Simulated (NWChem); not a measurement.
# SiH₃TeF; SMILES F[Te][SiH3]

def2 effective core potentials on Te; no spin-orbit coupling.

**Question.** Give the equilibrium geometry at PBE0/def2-SVP with def2 effective core potentials on Te (NWChem) as a list of bonds and angles, with the point group.

**Answer.** point group Cs; any orientation.
Bonds (Å): Te1–F2 1.956, Te1–Si3 2.505, Si3–H4 1.490, Si3–H5 1.490, Si3–H6 1.495. Bond angles (°): F2–Te1–Si3 92.5, Te1–Si3–H4 110.9, Te1–Si3–H5 110.8, Te1–Si3–H6 103.9, H4–Si3–H5 110.1, H4–Si3–H6 110.5, H5–Si3–H6 110.5.
